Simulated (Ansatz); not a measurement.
`O[Si](Cl)(Cl)O[SiH3]` + H–F → `O[Si](F)(Cl)Cl` + `O[SiH3]`  (ligand exchange at the Si–O bond)

Isolated molecules relaxed with PBE0-D4/def2-TZVP in Ansatz; ΔE leaves out vibrations. CCSD(T)/CBS is the MP2 limit (def2-TZVPP, def2-QZVPP) plus CCSD(T) − MP2 in def2-TZVPP, frozen cores. This one scheme is used for every species. Each species was taken in one conformer, which may not be the lowest.

```tsv
species	HF/def2-QZVPP energy (Eh)
`O[Si](Cl)(Cl)O[SiH3]`	-1649.36876
H–F	-100.07004
`O[Si](F)(Cl)Cl`	-1383.22162
`O[SiH3]`	-366.22391
```

Work out ΔE.

ΔE = (-1383.22162) + (-366.22391) − (-1649.36876) − (-100.07004) = -0.00673 Eh = -0.18 eV. CCSD(T)/CBS gives -0.10 eV.

Largest T1 diagnostic among the species: 0.011.

The D4 term adds +0.13 eV with B3LYP and +0.08 eV with PBE0; it sums over pairs of atoms, weighted by their polarisabilities, and B3LYP, whose exchange is more repulsive, gets the larger term. In def2-TZVPP, CCSD(T) changes the Hartree–Fock value by +0.06 eV (the triples alone add +0.01 eV) and MP2 by +0.08 eV.

B3LYP here is the variant with VWN-RPA as its local correlation; programs differ in this.
